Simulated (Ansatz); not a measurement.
Gas-phase reaction in SMILES: N[SiH2]N[SiH3] → N[SiH2][N][SiH3] + H atom (the H-N bond at the site shown breaks; other sites are not compared here)
Each molecule is optimised on its own at B3LYP-D3(BJ)/def2-TZVP (Ansatz, a quantum-chemistry and plane-wave program), one conformer each, not searched for the lowest. Frequencies are from Ansatz.

Wanted: bond dissociation energy (0 K, with B3LYP-D3(BJ) harmonic zero-point energies), in eV. Cores are frozen in the correlated levels unless marked. Open shells are spin-unrestricted. Spin-orbit coupling is left out. No relativistic terms. Basis-set limits of correlation are two-point, X^-3; Hartree-Fock from the larger set.

CCSD(T)/CBS(cc-pV(T+d)Z,cc-pV(Q+d)Z) (Ansatz) gives 4.77 eV.

**Question.** Another calculation gave 4.63 eV. Which level was it?
A. r2SCAN0/def2-TZVPD (Ansatz)
B. SVWN5/def2-TZVPD (Ansatz)
C. revPBE/def2-TZVPD (Ansatz)
D. PBE-QIDH/def2-TZVPD (Ansatz)

**Answer.** D, PBE-QIDH/def2-TZVPD (Ansatz). The others give 4.29 (revPBE), 4.47 (r2SCAN0), 5.01 (SVWN5) eV.
